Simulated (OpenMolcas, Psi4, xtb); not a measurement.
**AlSnSiH7 (SMILES [SiH3][AlH][SnH3]): methods side by side**

The species is AlSnSiH7 (10 atoms), meant as a singlet with charge 0. SMILES: `[SiH3][AlH][SnH3]`. Geometry: relaxed at PBE0-D4/def2-TZVP.

Quantity: the dipole moment, in D. The values are calculated.

| level | kind | program | value (D) | CPU time |
| --- | --- | --- | --- | --- |
| GFN1-xTB | semi-empirical | xtb | 1.89 | under 2 s |
| HF/def2-SVP (core potential) | Hartree–Fock | OpenMolcas | 0.84 | 7.5 s |
| SVWN5/def2-SVP (core potential) | LDA | OpenMolcas | 0.58 | 20 s |
| revPBE/def2-SVP (core potential) | GGA | OpenMolcas | 0.60 | 26 s |
| M06-L/def2-SVP (core potential) | meta-GGA | OpenMolcas | 0.56 | 34 s |
| r2SCAN-D4/def2-SVP (density fitting, core potential) | meta-GGA | Psi4 | 0.62 | 16 s |
| M06-2X/def2-SVP (core potential) | hybrid meta-GGA | OpenMolcas | 0.71 | 29 s |

The values span 0.56 to 1.89 D. Magnitudes only. CPU times are rough (shared hosts, several kinds of processor): they show what a rung costs within a factor of a few.
